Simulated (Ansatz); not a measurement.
The cluster Ba₄⁺. The state is a doublet with charge 1. Geometry PBE/def2-SVP; atoms count from 1.

```xyz
4

Ba    0.050   -2.665   -0.628
Ba   -0.533    1.705   -2.084
Ba    2.511    0.628    0.895
Ba   -2.027    0.331    1.817
```

In the def2 sets Ba takes a core potential; there is no spin–orbit coupling. The charge 1 doublet is spin-contaminated (final ⟨S²⟩ up to 1.23, 0.75 for a pure state). The structure comes from a short search, and lower isomers may exist.

Q: Estimate the Mulliken populations from the PBE0/def2-TZVP orbitals of Ansatz.

A: 
```json
{"atom": "Ba1", "charge (e)": "0.23", "spin (α − β)": "0.53"}
{"atom": "Ba2", "charge (e)": "0.26", "spin (α − β)": "0.05"}
{"atom": "Ba3", "charge (e)": "0.25", "spin (α − β)": "0.22"}
{"atom": "Ba4", "charge (e)": "0.25", "spin (α − β)": "0.21"}
```
Mulliken values and Mayer orders depend strongly on the basis.

Q: Where does the spin sit?

A: Summed by element: Ba 1.00, of 1 unpaired in all. Largest on single atoms: Ba1 0.53, Ba3 0.22, Ba4 0.21.

Q: And the Mayer bond orders between bonded heavy atoms (over 0.3)?

A: Ba1–Ba2 0.65 (4.64 Å); Ba1–Ba3 0.71 (4.38 Å); Ba1–Ba4 0.70 (4.39 Å); Ba2–Ba3 0.67 (4.39 Å); Ba2–Ba4 0.67 (4.40 Å); Ba3–Ba4 0.68 (4.64 Å).
